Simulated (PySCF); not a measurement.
Species: C7H5Cl3.
Numbering: `[CH:1]#[C:2][C@H:3]1[CH2:4][CH:5]=[C:6]1[C:7]([Cl:8])([Cl:9])[Cl:10]` (hydrogens: H11 on C1; H12 on C3; H13, H14 on C4; H15 on C5)

Level: wB97X-D/def2-SVPD in PySCF, non-relativistic, on one gas-phase PBE0-D3(BJ)/def2-SVP geometry that isn't relaxed in the solvent. The solvent is an IEF-PCM continuum (van der Waals radii × 1.2). Specific hydrogen bonds and non-electrostatic terms are outside this model.

Gas phase at wB97X-D/def2-SVPD: HOMO -9.66 eV, LUMO 0.57 eV, dipole 2.35 D.

Q: What does the continuum do to the energy, the frontier levels and the dipole at wB97X-D/def2-SVPD in acetonitrile and water?

A: 
```csv
solvent,ε,E(solvent) − E(gas) (kcal/mol),polarisation term (kcal/mol),distortion of the solute (kcal/mol),HOMO (eV),LUMO (eV),dipole (D)
acetonitrile,35.69,-4.94,-5.75,0.81,-9.61,0.64,3.28
water,78.36,-5.08,-5.94,0.86,-9.61,0.64,3.31
```

The first energy column is the sum of the next two and covers electrostatics alone. The atom shares or the degeneracy of the HOMO differ from the gas phase in acetonitrile and water, so that column needn't follow one orbital. From acetonitrile to water the lowering changes by a factor 1.03, Onsager's factor (ε − 1)/(2ε + 1) by 1.02 and ε itself by 2.2.

Q: Which radius a makes the point-dipole formula ΔE = −[(ε − 1)/(2ε + 1)]·μ²/a³ give the value in water, with the gas-phase dipole?

A: μ = 0.923 au and |ΔE| = 0.00809 Eh give a = 1.97 Å; the farthest nucleus lies 3.96 Å from the centroid of the nuclei, so such a sphere wouldn't even hold the nuclei. The formula assumes a rigid point dipole at the centre of a sphere.

Q: How does the static polarisability (wB97X-D/def2-SVPD, frozen core, with the continuum's full static response) change?

A: 
```tsv
medium	isotropic (au)	principal values (au)	⟨r²⟩ of the electrons (bohr²)
gas	118.6	100.9, 120.7, 134.1	2064.0
acetonitrile	165.0	145.3, 162.9, 186.8	2062.5
water	166.6	147.0, 164.2, 188.6	2062.4
```

The isotropic value in water is 1.40 times the gas-phase one; no cavity-field correction is applied. ⟨r²⟩ is taken about the centre of nuclear charge.

Shape of the structure used: `[CH:1]#[C:2][C@H:3]1[CH2:4][CH:5]=[C:6]1[C:7]([Cl:8])([Cl:9])[Cl:10]`: C5–C6–C7–Cl8 -2°.

wB97X-D is run here without its empirical dispersion term; that term would change no orbital, density or response property at a fixed geometry.
